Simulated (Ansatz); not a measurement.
Al3Ni. Charge 0, multiplicity 2. Geometry r2SCAN-D4/def2-SVP; atoms count from 1.

```xyz
4

Ni    0.892    0.796   -0.107
Al    0.629   -1.195    0.832
Al   -1.145    0.784    0.767
Al   -0.376   -0.385   -1.492
```

The structure comes from a short search, and lower isomers may exist.

Problem. Estimate the Mulliken populations from the PBE0/def2-TZVP orbitals of Ansatz.

Solution. 
```csv
atom,charge (e),spin (α − β),d electrons
Ni1,-0.10,0.22,9.11
Al2,0.03,0.26,–
Al3,0.03,0.26,–
Al4,0.03,0.26,–
```
Mulliken values depend strongly on the basis.

Problem. Where does the spin sit?

Solution. Summed by element: Ni 0.22, Al 0.78, of 1 unpaired in all. Largest on single atoms: Al4 0.26, Al3 0.26, Al2 0.26.

Problem. And the Mayer bond orders between heavy atoms (over 0.3)?

Solution. Ni1–Al2 0.99 (2.22 Å); Ni1–Al3 0.99 (2.22 Å); Ni1–Al4 0.98 (2.22 Å); Al2–Al3 0.66 (2.66 Å); Al2–Al4 0.66 (2.66 Å); Al3–Al4 0.66 (2.66 Å).
